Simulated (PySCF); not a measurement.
A PySCF script (with the pyscf-properties extension) for the NMR shieldings of SMILES N#C[C@@H]1CC[C@H]1N[SiH2]F, C5H9FN2Si, on a GFN2-xTB geometry:

```python
import basis_set_exchange as bse
import numpy as np
from pyscf import gto, dft
from pyscf.prop import nmr

atoms = """
N    -1.642996   -2.566825   -1.190563
C    -1.416123   -1.690545   -0.489359
C    -1.109257   -0.566759    0.337825
C    -2.042065    0.659217    0.227558
C    -0.817288    1.570651    0.068293
C     0.072024    0.334670   -0.160789
N     1.300488    0.266724    0.548152
Si    2.617922   -0.749916    0.129241
F     3.675635   -0.421061    1.294619
H    -0.955601   -0.894899    1.368188
H    -2.662749    0.622801   -0.665410
H    -2.673379    0.843199    1.093693
H    -0.553844    2.088707    0.988924
H    -0.851655    2.291036   -0.744680
H     0.274492    0.154616   -1.218022
H     1.211219    0.549697    1.514356
H     2.382409   -2.185119    0.224064
H     3.182009   -0.299876   -1.132027
"""
names = dict.fromkeys(["N", "C", "Si", "F", "H"], "pcSseg-1")
basis = {el: gto.basis.parse(bse.get_basis(n, elements=[el], fmt="nwchem")) for el, n in names.items()}
mol = gto.M(atom=atoms, basis=basis, charge=0, verbose=0)
mf = dft.RKS(mol, xc="PBE0")
mf.grids.level = 2
mf.grids.alignment = dft.numint.BLKSIZE   # the property module wants whole blocks of grid points
mf.conv_tol = 1e-9
mf.kernel()

calc = nmr.RKS(mf)   # GIAO
C = mf.mo_coeff
Co = C[:, mf.mo_occ > 0]
resp = mf.gen_response(singlet=True, hermi=2)
def vind(x):   # induced exchange potential for any number of trial vectors
    d = np.einsum("pi,xij,qj->xpq", C, 2 * x.reshape(-1, C.shape[1], Co.shape[1]), Co, optimize=True)
    return np.einsum("xpq,pi,qj->xij", resp(d - d.transpose(0, 2, 1)), C, Co, optimize=True).ravel()
mo1, _ = nmr.rhf.solve_mo1(calc, with_cphf=vind)
sigma = calc.kernel(mo1)
for i, s in enumerate(sigma):   # ppm
    w = np.linalg.eigvalsh((s + s.T) / 2)
    print("%2d %-2s iso %8.1f  s11 %8.1f  s22 %8.1f  s33 %8.1f" % (i, mol.atom_pure_symbol(i), w.mean(), *w))
```

Task: What does it print?

Result: 
```
 0 N  iso    -37.2  s11   -192.6  s22   -184.9  s33    266.0
 1 C  iso     60.5  s11    -57.8  s22    -56.0  s33    295.3
 2 C  iso    151.4  s11    133.4  s22    144.6  s33    176.3
 3 C  iso    167.4  s11    154.9  s22    164.2  s33    183.2
 4 C  iso    153.0  s11    133.5  s22    145.3  s33    180.3
 5 C  iso    133.7  s11    105.9  s22    139.4  s33    155.7
 6 N  iso    203.8  s11    159.9  s22    199.6  s33    252.0
 7 Si iso    365.0  s11    325.8  s22    370.0  s33    399.4
 8 F  iso    380.2  s11    331.8  s22    384.6  s33    424.3
 9 H  iso     29.4  s11     27.0  s22     29.1  s33     32.1
10 H  iso     29.8  s11     26.8  s22     27.7  s33     34.9
11 H  iso     29.6  s11     26.1  s22     26.5  s33     36.3
12 H  iso     29.9  s11     27.0  s22     28.8  s33     34.0
13 H  iso     29.0  s11     25.8  s22     26.2  s33     35.1
14 H  iso     28.4  s11     25.2  s22     29.1  s33     30.8
15 H  iso     30.9  s11     23.1  s22     31.8  s33     37.9
16 H  iso     26.3  s11     22.4  s22     25.3  s33     31.1
17 H  iso     26.6  s11     23.2  s22     24.6  s33     31.9
```

These numbers come from an equivalent density-fitted implementation of the same equations, which agrees with the script to about 0.01 ppm for H and up to a few tenths of a ppm for heavy atoms, so last digits may differ.

Task: Turn these shieldings into chemical shifts. Shifts are taken against calculated references (same method and geometry level): ¹⁵N (σref 267.73) vs NH3; TMS for ¹³C (σref 186.93) and ²⁹Si (σref 349.16) and ¹H (σref 31.72); ¹⁹F (σref 170.95) against CFCl3.

Result: Averaging equivalent atoms: N 0: 304.9; N 6: 63.9; C 1: 126.4; C 5: 53.2; C 2: 35.5; C 4: 33.9; C 3: 19.5; Si 7: -15.9; F 8: -209.3; H 16: 5.46; H 17: 5.13; H 14: 3.35; H 13: 2.69; H 9: 2.31; H 11: 2.10; H 10: 1.92; H 12: 1.78; H 15: 0.79 ppm. Unscaled 19F shifts against computed CFCl3 carry errors that often reach 10 to 50 ppm. Experimental scales use liquid or dissolved standards, which lie at an offset from isolated NH3 (liquid NH3: subtract about 20 ppm). Unscaled 15N shifts of sp2 nitrogen come out 20 to 40 ppm too high even then.

Size and cost of the density-fitted run: 205 basis functions, 70 s wall time on 1 thread of an Arm Neoverse N1, shared host; peak memory 0.92 GiB.
